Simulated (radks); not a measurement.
Problem. Pm, configuration [Xe] 4f5 6s1 6p1 (not the ground configuration). All-electron calculation, scalar-relativistic Kohn-Sham, PBE, spin-polarised, spherical densities, point nucleus; open shells are filled with parallel spins first (spin-orbit coupling, left out, can overturn this in heavy ions). Program: a radial shooting solver on a logarithmic mesh with Libxc functionals. Some entries of the table are withheld. Estimate them.

| orbital | occ. | eigenvalue (hartree) | <r> (bohr) | <1/r> (bohr^-1) |
|---|---|---|---|---|
| 1s up | 1 | -1654.632 | 0.02318 | 67.43 |
| 1s down | 1 | -1654.632 | 0.02318 | 67.43 |
| 2s up | 1 | -269.0284 | 0.09895 | 15.59 |
| 2s down | 1 | -269.0276 | 0.09895 | 15.59 |
| 2p up | 3 | -240.2374 | 0.08711 | 14.67 |
| 2p down | 3 | -240.2368 | 0.08710 | 14.67 |
| 3s up | 1 | -58.69599 | 0.2606 | 5.694 |
| 3s down | 1 | -58.64331 | 0.2604 | 5.698 |
| 3p up | 3 | -49.65699 | 0.2589 | 5.373 |
| 3p down | 3 | -49.60455 | 0.2587 | 5.377 |
| 3d up | 5 | -37.26856 | 0.2363 | 5.099 |
| 3d down | 5 | -37.22810 | 0.2361 | 5.103 |
| 4s up | 1 | -11.74066 | 0.5931 | 2.386 |
| 4s down | 1 | -11.60268 | 0.5928 | 2.386 |
| 4p up | 3 | -8.77617 | 0.6281 | 2.197 |
| 4p down | 3 | -8.63754 | 0.6278 | 2.197 |
| 4d up | 5 | -4.59067 | 0.6886 | 1.923 |
| 4d down | 5 | -4.45125 | 0.6888 | 1.923 |
| 5s up | 1 | -1.60840 | 1.434 | 0.9227 |
| 5s down | 1 | -1.52051 | 1.452 | 0.9086 |
| 5p up | 3 | -0.89580 | (1) | (2) |
| 5p down | 3 | -0.82680 | (3) | (4) |
| 6s up | 1 | -0.16821 | 4.233 | 0.2947 |
| 4f up | 5 | -0.15614 | 1.040 | 1.314 |
| 6p up | 1 | -0.07481 | 5.606 | 0.2205 |
| 4f down | 0 | -0.03472 | 1.125 | 1.264 |

Solution. 
(1) 5p up <r> (bohr): 1.682
(2) 5p up <1/r> (bohr^-1): 0.7767
(3) 5p down <r> (bohr): 1.709
(4) 5p down <1/r> (bohr^-1): 0.7615
